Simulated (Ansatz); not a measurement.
Isolated molecules relaxed with PBE0-D4/def2-TZVP in Ansatz; ΔE leaves out vibrations. CBS: MP2 limit from def2 TZ/QZ plus the TZ coupled-cluster correction, frozen cores. This one scheme is used for every species. DFT in def2-TZVPP. B3LYP here is the variant with VWN-RPA as its local correlation; programs differ in this. One conformer a species, not always the lowest.

Reaction (redistribution): `C[SiH2]C(F)BF` + `CO[SiH3]` → `C[SiH2]O[SiH3]` + `CC(F)BF`

CCSD(T)/CBS gives -1.93 eV.

(1) Another level gave -1.70 eV. Which?
A. HF/def2-TZVPP
B. PBE/def2-TZVPP
C. B2PLYP/def2-TZVPP
D. B3LYP-D4/def2-TZVPP

Largest T1 diagnostic among the species: 0.012.

Results:

(1) B. PBE -1.70, B2PLYP -1.92, B3LYP-D4 -1.84, HF/def2-TZVPP -2.10 eV.

From PBE to PBE0 (25 % exact exchange), in def2-TZVPP and without D4, ΔE moves by −0.11 eV. In def2-TZVPP, CCSD(T) changes the Hartree–Fock value by +0.19 eV (the triples alone add +0.04 eV) and MP2 by +0.12 eV.
